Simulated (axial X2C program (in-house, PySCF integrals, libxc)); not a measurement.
## How long does CaS take?

A bond scan computed with an axial X2C code built on PySCF integrals. Basis: Ca dyall-cv3z [11s12p6d4f], S dyall-av3z [9s8p3d2f] (cores contracted in-house).

Input file and command:
```json
{
 "zs": [
  20,
  16
 ],
 "q": 0,
 "bas": [
  "dyall-cv3z",
  "dyall-av3z"
 ],
 "levels": [
  "PBE0",
  "HF",
  "M06"
 ],
 "cc": true,
 "r0": 2.41,
 "thr": -1.0,
 "nmax": 90,
 "npts": 10,
 "nst": 2,
 "ntry": 6
}
```
```bash
python so2c.py task.json out
```

Keys: zs atomic numbers; q charge; bas basis sets; levels methods; cc coupled cluster on or off; r0 starting distance in Å; thr threshold in hartree for freezing inner shells (an s shell follows its p shell); nmax most natural virtual spinors; npts points on the curve; nst determinants followed; ntry starts of the search. HF also brings MP2.

Hardware: 1 thread of Arm Neoverse N1 (shared host).

Wall time of one point of each curve, integrals apart:

```json
{"Hamiltonian": "spin-free", "level": "PBE0", "points": "10", "seconds a point": "0.49"}
{"Hamiltonian": "spin-free", "level": "HF", "points": "10", "seconds a point": "0.2"}
{"Hamiltonian": "spin-free", "level": "CCSD(T) (8 electrons, 90 virtuals)", "points": "7", "seconds a point": "4.7"}
{"Hamiltonian": "spin-free", "level": "M06", "points": "10", "seconds a point": "1.1"}
{"Hamiltonian": "2c", "level": "PBE0", "points": "10", "seconds a point": "0.65"}
{"Hamiltonian": "2c", "level": "HF", "points": "10", "seconds a point": "0.33"}
{"Hamiltonian": "2c", "level": "CCSD(T) (8 electrons, 90 virtuals)", "points": "7", "seconds a point": "5.1"}
{"Hamiltonian": "2c", "level": "M06", "points": "10", "seconds a point": "1.3"}
```

The rest:

Search with its distance optimisation 30 s, atoms 12 s, whole task 170 s. Coupled cluster runs on the points near the minimum only. The program drops outer points, and coupled cluster, when its time limit (not in the input) nears; MP2, further determinants and curves that did not converge are not in the table.
